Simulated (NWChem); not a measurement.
Everything below was run with NWChem. System: ClGa, charge 0, spin multiplicity 1, at a geometry optimised with B3LYP/def2-SVP. The structure started from a generated list of species.

Job file:

```
start mol
memory heap 200 mb stack 900 mb global 1100 mb
geometry units angstroms nocenter noautoz
  Ga     0.000000     0.000000    -0.790940
  Cl     0.000000     0.000000     1.442303
  symmetry group C2v
end
basis spherical
  * library sto-3g
end
dft
  xc xpbe96 cpbe96
  semidirect memsize 60000000 filesize 0
  iterations 100
end
task dft energy
```

The output up to the point where the run's verdict is printed (cleaned and shortened):

```
             Northwest Computational Chemistry Package (NWChem) 7.3.0
             --------------------------------------------------------

                                NWChem Input Module
                                -------------------

 Scaling coordinates for geometry "geometry" by  1.889725989
 (inverse scale =  0.529177249)

 Turning off AUTOSYM since
 SYMMETRY directive was detected!

                             Geometry "geometry" -> ""
                             -------------------------

 Output coordinates in angstroms (scale by  1.889725989 to convert to a.u.)

  No.       Tag          Charge          X              Y              Z
 ---- ---------------- ---------- -------------- -------------- --------------
    1 Ga                  31.0000     0.00000000     0.00000000    -0.79094000
    2 Cl                  17.0000     0.00000000     0.00000000     1.44230300

 Effective nuclear repulsion energy (a.u.)     124.8750853458

            Nuclear Dipole moment (a.u.)
            ----------------------------
        X                 Y               Z
 ---------------- ---------------- ----------------
     0.0000000000     0.0000000000     0.0000207870

      Symmetry information
      --------------------

 Group name             C2v
 Group number             16
 Group order               4
 No. of unique centers     2

      Symmetry unique atoms

     1    2


 Summary of "ao basis" -> "" (spherical)
 ------------------------------------------------------------------------------
       Tag                 Description            Shells   Functions and Types
 ---------------- ------------------------------  ------  ---------------------
 *                           sto-3g                   on all atoms

  pbe96 is a nonlocal functional; adding pw91lda local functional.

                                 NWChem DFT Module
                                 -----------------

 Summary of "ao basis" -> "ao basis" (spherical)
 ------------------------------------------------------------------------------
       Tag                 Description            Shells   Functions and Types
[...]
 d= 0,ls=0.5,diis    53  -2356.8328337537 -3.22D-05  2.11D-04  4.49D-02     1.6

 !! scf_movecs_sym_adapt:    4 vectors were symmetry contaminated

  Symmetry fudging
 d= 0,ls=0.5,diis    54  -2356.8324570803  3.77D-04  1.37D-04  4.61D-02     1.6
 d= 0,ls=0.5,diis    55  -2356.8322882105  1.69D-04  5.60D-04  4.66D-02     1.7
 d= 0,ls=0.5,diis    56  -2356.8309661474  1.32D-03  3.04D-04  5.13D-02     1.7
 d= 0,ls=0.5,diis    57  -2356.8303173067  6.49D-04  8.11D-04  5.31D-02     1.7
 d= 0,ls=0.5,diis    58  -2356.8283249942  1.99D-03  6.19D-04  5.95D-02     1.7
 d= 0,ls=0.5,diis    59  -2356.8268121190  1.51D-03  1.59D-03  6.38D-02     1.8
 d= 0,ls=0.5,diis    60  -2356.8223750643  4.44D-03  1.00D-03  7.89D-02     1.8
 d= 0,ls=0.5,diis    61  -2356.8250148333 -2.64D-03  6.66D-04  6.71D-02     1.8
 d= 0,ls=0.5,diis    62  -2356.8266552489 -1.64D-03  3.90D-04  6.22D-02     1.8
 d= 0,ls=0.5,diis    63  -2356.8275865107 -9.31D-04  1.12D-03  5.97D-02     1.9
 d= 0,ls=0.5,diis    64  -2356.8303517630 -2.77D-03  1.36D-03  5.05D-02     1.9
 d= 0,ls=0.5,diis    65  -2356.8269081414  3.44D-03  2.76D-04  6.24D-02     1.9
 d= 0,ls=0.5,diis    66  -2356.8262587197  6.49D-04  1.15D-03  6.42D-02     1.9
 d= 0,ls=0.5,diis    67  -2356.8291342864 -2.88D-03  4.99D-04  5.46D-02     2.0
 d= 0,ls=0.5,diis    68  -2356.8293003000 -1.66D-04  9.55D-04  5.64D-02     2.0
 d= 0,ls=0.5,diis    69  -2356.8316317255 -2.33D-03  3.75D-03  4.80D-02     2.0
 d= 0,ls=0.5,diis    70  -2356.8216897138  9.94D-03  9.19D-04  8.36D-02     2.0
 d= 0,ls=0.5,diis    71  -2356.8194254586  2.26D-03  4.42D-04  8.64D-02     2.1
 d= 0,ls=0.5,diis    72  -2356.8197824581 -3.57D-04  1.42D-03  8.25D-02     2.1
 d= 0,ls=0.5,diis    73  -2356.8237912976 -4.01D-03  5.20D-04  6.92D-02     2.1
 d= 0,ls=0.5,diis    74  -2356.8228938717  8.97D-04  7.15D-04  7.19D-02     2.1
 d= 0,ls=0.5,diis    75  -2356.8247841965 -1.89D-03  7.73D-04  6.61D-02     2.2
 d= 0,ls=0.5,diis    76  -2356.8267733523 -1.99D-03  3.24D-04  6.03D-02     2.2
 d= 0,ls=0.5,diis    77  -2356.8261293379  6.44D-04  1.96D-04  6.41D-02     2.2
 d= 0,ls=0.5,diis    78  -2356.8265692335 -4.40D-04  2.94D-04  6.18D-02     2.2
 d= 0,ls=0.5,diis    79  -2356.8273160160 -7.47D-04  1.60D-03  5.97D-02     2.3
 d= 0,ls=0.5,diis    80  -2356.8311152516 -3.80D-03  2.41D-03  4.78D-02     2.3
 d= 0,ls=0.5,diis    81  -2356.8249834363  6.13D-03  2.19D-03  7.15D-02     2.3
 d= 0,ls=0.5,diis    82  -2356.8307869174 -5.80D-03  3.45D-04  4.87D-02     2.3
 d= 0,ls=0.5,diis    83  -2356.8314553158 -6.68D-04  1.27D-03  4.75D-02     2.4
 d= 0,ls=0.5,diis    84  -2356.8342713201 -2.82D-03  1.88D-03  3.81D-02     2.4
 d= 0,ls=0.5,diis    85  -2356.8379032466 -3.63D-03  2.23D-03  2.54D-02     2.4
 d= 0,ls=0.5,diis    86  -2356.8412828614 -3.38D-03  1.69D-03  1.40D-02     2.4
 d= 0,ls=0.5,diis    87  -2356.8431829346 -1.90D-03  1.18D-03  7.51D-03     2.5
 d= 0,ls=0.5,diis    88  -2356.8441294303 -9.46D-04  7.19D-04  4.42D-03     2.5
 d= 0,ls=0.5,diis    89  -2356.8444962416 -3.67D-04  6.78D-04  3.40D-03     2.5
 d= 0,ls=0.5,diis    90  -2356.8448163387 -3.20D-04  5.36D-04  2.36D-03     2.5
 d= 0,ls=0.5,diis    91  -2356.8446849503  1.31D-04  4.90D-04  3.20D-03     2.6
 d= 0,ls=0.5,diis    92  -2356.8444846739  2.00D-04  3.16D-04  4.18D-03     2.6
 d= 0,ls=0.5,diis    93  -2356.8443856448  9.90D-05  2.10D-04  4.64D-03     2.6
 d= 0,ls=0.5,diis    94  -2356.8443598620  2.58D-05  1.66D-04  4.77D-03     2.6
 d= 0,ls=0.5,diis    95  -2356.8443400908  1.98D-05  1.59D-04  4.89D-03     2.7
 d= 0,ls=0.5,diis    96  -2356.8442756995  6.44D-05  2.07D-04  5.20D-03     2.7
 d= 0,ls=0.5,diis    97  -2356.8441374804  1.38D-04  3.31D-04  5.81D-03     2.7
 d= 0,ls=0.5,diis    98  -2356.8438631354  2.74D-04  5.06D-04  6.99D-03     2.7
 d= 0,ls=0.5,diis    99  -2356.8433843435  4.79D-04  2.92D-04  9.00D-03     2.8
 d= 0,ls=0.5,diis   100  -2356.8430921324  2.92D-04  3.27D-04  1.01D-02     2.8
```

Convergence was not reached. The next line reads: Calculation failed to converge. NWChem stopped with the message: dft energy failed.
